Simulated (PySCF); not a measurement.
# Spinor energies of Cl (chlorine, neutral)

Start: [Ne] 3s2 3p5; 3p1/2 filled at m_j = -1/2, +1/2; 3p3/2 filled at m_j = -1/2, +1/2, +3/2. Calculated with PySCF 2.14 in x2c-QZVPPall-2c (9s7p4d2f1g, 73 functions): generalised Hartree-Fock with the X2C-1e Hamiltonian and a Gaussian nucleus; one run each with spin-orbit coupling (SO) switched off, then screened by Boettger's factors.

```json
{"spinor shell": "1s1/2", "electrons": "2", "ε, spin-free (eV)": "-2864.3", "ε, screened SO (eV)": "-2864.3", "weight of nominal j (screened SO)": "1.000", "rms radius, screened SO (bohr)": "0.105"}
{"spinor shell": "2s1/2", "electrons": "2", "ε, spin-free (eV)": "-290.44", "ε, screened SO (eV)": "-290.43", "weight of nominal j (screened SO)": "1.000", "rms radius, screened SO (bohr)": "0.479"}
{"spinor shell": "2p1/2", "electrons": "2", "ε, spin-free (eV)": "-219.68", "ε, screened SO (eV)": "-221.02", "weight of nominal j (screened SO)": "0.993", "rms radius, screened SO (bohr)": "0.449"}
{"spinor shell": "3s1/2", "electrons": "2", "ε, spin-free (eV)": "-29.390", "ε, screened SO (eV)": "-29.383", "weight of nominal j (screened SO)": "0.999", "rms radius, screened SO (bohr)": "1.67"}
{"spinor shell": "3p1/2", "electrons": "2", "ε, spin-free (eV)": "-13.793", "ε, screened SO (eV)": "-13.787", "weight of nominal j (screened SO)": "0.646", "rms radius, screened SO (bohr)": "2.01"}
{"spinor shell": "3p3/2", "electrons": "3", "ε, spin-free (eV)": "-13.793", "ε, screened SO (eV)": "-13.801", "weight of nominal j (screened SO)": "0.764", "rms radius, screened SO (bohr)": "2.01"}
```

Q: Where does 2p3/2 lie, and what is the 2p spin-orbit splitting (screened SO)?

A: At -218.99 eV, 2.039 eV above 2p1/2.

```csv
quantity,spin-free,screened SO
E (hartree),-460.89737,-460.89965
M_J,3/2,3/2
⟨J²⟩,3.764,3.764
⟨L²⟩,2.010,2.010
⟨S²⟩,0.754,0.754
```

Each row is a mean over spinors that exchange with the open shell spreads, by up to 3.349 eV (3s1/2).

Rows whose weight is well below 1 are mixtures of j = l ± 1/2: exchange outweighs spin-orbit coupling there, and the label is only the starting occupation.

Without spin-orbit coupling the j labels of p, d and f shells carry no meaning; the spin-free column gives the mean over the occupied spinors of each nl shell.
